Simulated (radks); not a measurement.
Results of a calculation; reference values are marked as such.
Species: Sr II. Configuration: [Kr] 5s1. Level of theory: scalar-relativistic Kohn-Sham, BLYP, spin-polarised, spherical densities, finite nucleus; open shells are filled with parallel spins first (spin-orbit coupling, left out, can overturn this in heavy ions); Fermi nuclear charge, rms radius 4.224 fm (a radial shooting solver on a logarithmic mesh with Libxc functionals).

Radial electron density D(r) = 4 pi r^2 rho(r):

r (bohr),D(r) (e/bohr),spin D(r)
0.00152,1.257,0.000159
0.002027,2.103,0.000266
0.002725,3.522,0.000444
0.003635,5.715,0.000717
0.004848,9.063,0.00113
0.006518,14.10,0.00173
0.008693,20.79,0.00250
0.01159,29.03,0.00336
0.01546,37.76,0.00407
0.02079,44.95,0.00416
0.02773,47.56,0.00314
0.03699,44.90,0.00109
0.04973,40.30,-0.000495
0.06632,41.11,0.00136
0.08846,49.92,0.00733
0.118,57.50,0.0112
0.1586,50.96,0.00499
0.2116,36.79,-0.000716
0.2822,34.53,0.0134
0.3794,41.29,0.0254
0.506,34.85,0.00472
0.6749,18.14,0.0111
0.9001,8.889,0.0672
1.21,7.478,0.0525
1.614,5.378,-0.00704
2.153,2.300,0.0997
2.894,0.7529,0.307
3.86,0.3652,0.321
5.149,0.1495,0.148
6.867,0.02824,0.0282
9.233,0.001740,0.00174

D(r) has 3 maxima, at r = 0.0275, 0.122, 0.395 bohr, and minima at 0.0561, 0.252 bohr, inside which lie 2.05, 11.02 electrons.
